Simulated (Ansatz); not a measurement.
Results of the Gaussian-basis code of Ansatz.

A structure relaxed at PBE0-D4/def2-TZVP, charge 0, multiplicity 1:

```xyz
11

N     1.4368   -0.5029    1.0165
Si   -0.2373   -0.4044    0.6860
O    -1.1418    0.6931    1.5266
Si   -0.4062    0.1372   -1.5993
F    -1.3773    1.4232   -1.7214
H     1.7829   -0.9493    1.8508
H     2.0924    0.1740    0.6622
H    -0.8008   -1.7202    1.0690
H    -1.2747    1.5572    1.1338
H    -0.9808   -0.9433   -2.4437
H     0.9067    0.5354   -2.1804
```

Give its formula and SMILES.

FH6NOSi2, `N[SiH](O)[SiH2]F`.

Summarise the bond lengths by kind.

1 × N–Si 1.709 Å; 2 × H–N 1.007 Å; 1 × O–Si 1.652 Å; 1 × Si–Si 2.355 Å; 3 × H–Si 1.482 to 1.490 Å; 1 × H–O 0.958 Å; 1 × F–Si 1.616 Å.
